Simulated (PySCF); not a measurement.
## Vertical excitation energies

Compound: C8H10S.
Geometry (PBE0-D3(BJ)/def2-SVP, Å), atoms numbered from 1 in this order:
```xyz
19
C8H10S angstrom
C      1.799   -0.655   -2.750
C      1.552   -0.424   -1.586
C      1.200   -0.178   -0.208
C     -0.281   -0.321    0.088
C     -1.254    0.745   -0.449
C     -2.055    0.607    0.859
C     -0.821   -0.053    1.504
C      2.189   -0.542    0.844
S      2.080    1.240    0.569
H      2.032   -0.846   -3.781
H     -0.583   -1.324   -0.258
H     -1.762    0.543   -1.403
H     -0.751    1.722   -0.514
H     -2.892   -0.101    0.756
H     -2.436    1.529    1.321
H     -0.979   -0.919    2.164
H     -0.193    0.691    2.020
H      1.784   -0.900    1.797
H      3.122   -1.018    0.528
```

Method: TDDFT wB97X-D/def2-SVPD, vertical, gas phase, core orbitals frozen in the response in PySCF.

```tsv
state	E (eV)	E (kJ/mol)	λ (nm)	f	main configurations (H = HOMO, L = LUMO)
S1	4.61	445	268.8	0.0039	H→L (91%)
S2	6.01	580	206.4	0.018	H-2→L (39%), H-1→L (35%)
S3	6.13	591	202.3	0.037	H→L+1 (74%)
S4	6.31	609	196.5	0.047	H-1→L (34%), H-2→L (25%)
S5	6.40	618	193.6	0.0036	H→L+3 (16%), H-1→L+3 (14%), H-1→L+5 (11%)
S6	6.94	669	178.8	0.025	H→L+2 (52%), H→L+5 (12%)
```

The lowest singlet lies at 4.61 eV (269 nm, ultraviolet) and is very weak; its leading configuration is HOMO→LUMO (91%). The strongest level in the table is S4 at 6.31 eV (196 nm, f = 0.047). Löwdin shares by element: HOMO sulfur 70%, carbon 18% or more; LUMO sulfur 46%, carbon 35% or more (atoms not listed hold the other 19%). The oscillator strengths of these states sum to 0.135; summed over the whole spectrum of an exact calculation they would give the number of electrons, 74 (Thomas–Reiche–Kuhn). Of the 6 states listed, 4 reach f = 0.01 and none stays under 0.0005. Weighted by f, the mean energy of these states is 6.29 eV. No computed singlet lies in the visible range (380 to 750 nm); the lowest, at 269 nm, stands 1.35 eV above its violet end (3.26 eV). Only the lowest 6 singlets were computed, as vertical energies without vibronic structure.

One conformer stands for the species.
